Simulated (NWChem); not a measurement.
CH3F3Sn; SMILES F[C](F)(F)[SnH3]

```xyz
8

Sn     0.0000     0.0000     0.9835
C      0.0000     0.0000    -1.2198
F      0.0000     1.2449    -1.7158
F     -1.0781    -0.6224    -1.7158
F      1.0781    -0.6224    -1.7158
H      1.4136     0.8097     1.4901
H     -0.0056    -1.6290     1.4901
H     -1.4080     0.8193     1.4901
```
Atoms are numbered in this order, from 1.

All runs: NWChem. The geometry was optimised at PBE0/def2-SVP (def2 core potentials past Kr).

For level B3LYP/3-21G, non-relativistic:

| Quantity | Result |
|---|---|
| highest occupied level (eV) | -8.03 |
| orbital gap (eV) | 7.99 |
| dipole (D) | 1.87 |

Problem. How do the values read with level B3LYP/STO-3G, non-relativistic instead?

Solution. highest occupied level (eV): -3.84
orbital gap (eV): 9.26
dipole (D): 1.28
